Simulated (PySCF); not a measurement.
Species: CH2=CFCOOEt, C5H7FO2.
Atom-mapped SMILES: `[CH2:1]=[C:2]([F:3])[C:4](=[O:5])[O:6][CH2:7][CH3:8]` (hydrogens: H9, H10 on C1; H11, H12 on C7; H13, H14, H15 on C8)

Theory: PBE0-D3(BJ)/def2-TZVP geometry optimisation, gas phase in PySCF 2.14.0.

Task: What internal coordinates does the optimisation give?

Result: 
```tsv
bond	length (Å)	order
C1=C2	1.321	double
C2–F3	1.333	single
C2–C4	1.490	single
C4=O5	1.203	double
C4–O6	1.327	single
O6–C7	1.435	single
C7–C8	1.504	single
C1–H9	1.080	single
C1–H10	1.081	single
C7–H11, C7–H12	1.093	single
C8–H13, C8–H14, C8–H15	1.091	single
```

Bonds in one row agree within 0.01 Å and their mean is given. Orders are formal, as drawn. A selection of angles:
```tsv
angle	degrees
C1–C2–F3	121.8
C1–C2–C4	122.8
F3–C2–C4	115.4
C2–C4–O5	123.1
C2–C4–O6	111.8
O5–C4–O6	125.1
C4–O6–C7	115.5
O6–C7–C8	107.6
```

Dihedral angles: C1–C2–C4–O5 -2° (synperiplanar); C2–C4–O6–C7 180° (antiperiplanar); C4–O6–C7–C8 177° (antiperiplanar). The mirror-image conformer, all signs reversed, is as good.

The C–O distances run from 1.203 Å (C4=O5, drawn double) to 1.435 Å (O6–C7, drawn single), a spread of 0.232 Å. The C–C distances run from 1.321 Å (C1=C2, drawn double) to 1.504 Å (C7–C8, drawn single), a spread of 0.183 Å. O6 (ester single-bonded oxygen) is bent (angle 115.5°). Of the pairs four or more bonds apart, O5···H12 is among the closest relative to their van der Waals radii: 2.57 Å, 94 % of the sum of Bondi's values.

Point group: near Cs, missed by 0.21 Å at most; the miss may be what the optimiser left on a soft mode. Stationary, but not proved a minimum. The numbers are those of one conformer.
